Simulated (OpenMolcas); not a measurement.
**O2+: the spin-orbit constant, Slater's ratio, worked from levels**

```yaml
Program: OpenMolcas
Basis: ANO-RCC-VTZP [4s3p2d1f]
Scalar_Hamiltonian: DKH2, point nucleus
Active_space: 4 electrons in 4 orbitals (2s 2p)
State_averaging: 2S+1 = 3 even, 6 roots; 2S+1 = 1 even, 11 roots; 2S+1 = 5 odd, 1 root; 2S+1 = 3 odd, 9 roots; 2S+1 = 1 odd, 8 roots
Spin-orbit_coupling: RASSI with atomic mean-field integrals over the reference wave functions, term energies averaged over their components
```

Methods: CASSCF; MS-CASPT2, IPEA 0.25 Eh, imaginary shift 0.1 Eh (closed shells correlated: 1s).

**The spin-orbit constant.** For the Hund term 3P of p2, E(J) = (A/2) J(J+1) + constant and ζ = 2S·A = 2A. From J = 0 to J = 2 the energy changes by 3 A.

```
   Source  E(2) - E(0)      A    ζ
   CASSCF        311.9  104.0  208
MS-CASPT2        312.8  104.3  209
```

All in cm-1. Both methods take the spin-orbit matrix elements from the reference wave functions, so the second can move ζ only through the term energies and any multistate remixing. Second-order mixing with other terms is absorbed into this ζ.

**Slater's ratio.** With one set of orbitals, p2 has 1D - 3P = 6 F2 and 1S - 1D = 9 F2 (F2 = F²/25), a ratio of 3/2. Term energies are centres of gravity, weighted by 2J + 1.

```csv
Source,1D - 3P,1S - 3P,F2 from the first,Ratio
CASSCF,22341,40191,3724,0.799
MS-CASPT2,20320,42728,3387,1.103
```

Energies in cm-1. A ratio away from 3/2 shows effects beyond one configuration with one set of orbitals, and in heavier atoms second-order spin-orbit shifts. In CASSCF the valence s occupation is 1.88 in 1S against 1.96 in 1D: mixing out of s² acts most on 1S and pulls it down.

CASPT2 does not keep the components of a term degenerate, so their means are used; among the terms shown or strongly mixed into the levels shown the widest spread is 27 cm-1 (2s2 2p2 1D, MS-CASPT2). Levels of configurations outside the active space are missing.
